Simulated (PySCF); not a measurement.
# P²⁺: ionisation energy

P²⁺ [Ne] 3s2 3p1 (2P) → P³⁺ [Ne] 3s2 (1S), as a difference of total energies. Calculation: PySCF 2.14, in x2c-TZVPPall with one added diffuse shell each of s, p, d type (6s6p4d1f, 51 functions); scalar relativity by spin-free X2C-1e. Correlated levels: valence and next inner shell: 1s2 frozen. The calculations carry no spin-orbit coupling.

Problem. Order these methods by the ionisation energy they give, lowest first.
A. MP2 (valence and next inner shell)
B. UHF
C. CCSD (valence and next inner shell)
D. CCSD(T) (valence and next inner shell)

Solution. B (29.585 eV), A (29.885 eV), C (30.013 eV), D (30.037 eV).

A first-order spin-orbit estimate (lowest level to lowest level, LS coupling) adds 0.042 eV.

Errors of the correlated levels include the incompleteness of this basis and the frozen core.

For comparison: 30.203 eV (measured; NIST Atomic Spectra Database, ionization energies).
